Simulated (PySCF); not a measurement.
# One molecule, several mistakes: AlBH3O cation

All numbers below are calculated, not measured. They come from PySCF 2.14.0, an open-source quantum chemistry program, on an isolated molecule that a program drew, which may never have been made. The molecule is AlBH3O cation (charge +1, singlet), drawn as the SMILES string `[BH2][Al+][OH]`.

Each row is a Hartree-Fock (HF) and frozen-core CCSD(T) single point in the cc-pV(D+d)Z basis, meant for a local HF minimum. Run 1 is clean. Each other run has one planted mistake out of seven kinds, and not every kind appears here: one electron removed, one electron added, multiplicity raised by two, geometry at a saddle point, minimal basis STO-3G, one bond length entered in bohr, all coordinates scaled. The reference is restricted for singlets and unrestricted otherwise, and also for a bond in bohr. Adding or removing an electron swaps singlet and doublet. Electrons count all cores. HOMO and LUMO are orbital energies over both spins, the gradient is its largest component, and the lowest frequency (negative if imaginary) is given only where the gradient is small. Bond lengths are over the 5 bonds as drawn. T1 is the CCSD diagnostic: over 0.02 (restricted) or 0.045 (unrestricted) a single reference is doubtful.

Geometry of the clean run:
```xyz
6
AlBH3O cation, angstrom
B     0.4163    0.0284    0.2914
Al    0.7348    0.8618    2.2749
O     0.9690    1.4754    3.7348
H    -0.6447    0.2179   -0.2053
H     1.3203   -0.5715   -0.1895
H     1.1074    1.8367    4.5941
```

| run | electrons | basis functions | <S^2> | HOMO (eV) | LUMO (eV) | gradient (hartree/bohr) | lowest frequency (cm^-1) | mean bond (Å) | longest bond (Å) | T1 | HF (hartree) | CCSD(T) (hartree) | mistake |
|---|---|---|---|---|---|---|---|---|---|---|---|---|---|
| 1 | 28 | 66 | 0.000 | -17.33 | -5.08 | 2.9e-05 | 140 | 1.4183 | 2.175 | 0.0156 | -342.98013 | -343.32211 | no fault |
| 2 | 28 | 66 | 0.710 | -15.35 | -5.34 | 1.7e-02 | - | 1.6295 | 2.243 | 0.0733 | -342.85634 | -343.19762 | one bond length entered in bohr |
| 3 | 28 | 66 | 2.005 | -13.85 | -8.03 | 2.5e-02 | - | 1.4183 | 2.175 | 0.0228 | -342.85889 | -343.19007 | multiplicity raised by two |
| 4 | 28 | 66 | 0.000 | -16.96 | -5.02 | 6.4e-02 | - | 1.5318 | 2.349 | 0.0193 | -342.95188 | -343.30274 | all coordinates scaled |
| 5 | 27 | 66 | 0.759 | -25.19 | -15.62 | 7.4e-02 | - | 1.4183 | 2.175 | 0.0208 | -342.37721 | -342.69290 | one electron removed |
| 6 | 28 | 22 | 0.000 | -15.83 | -0.39 | 8.9e-02 | - | 1.4183 | 2.175 | 0.0254 | -338.79787 | -338.92800 | ? |

**Which mistake was planted in run 6, and what did it cost?**

It has 22 basis functions where the clean run has 66, with the same electrons and geometry. So the mistake is: minimal basis STO-3G. Subtracting run 1 and multiplying by 627.51 kcal/mol a hartree, the energy moved by 2624.4 kcal/mol in HF and 2757.3 kcal/mol in CCSD(T).

Cautions from the logs. Run 2: T1 is over the limit, so its CCSD(T) energy is less reliable; run 6: T1 is over the limit, so its CCSD(T) energy is less reliable.
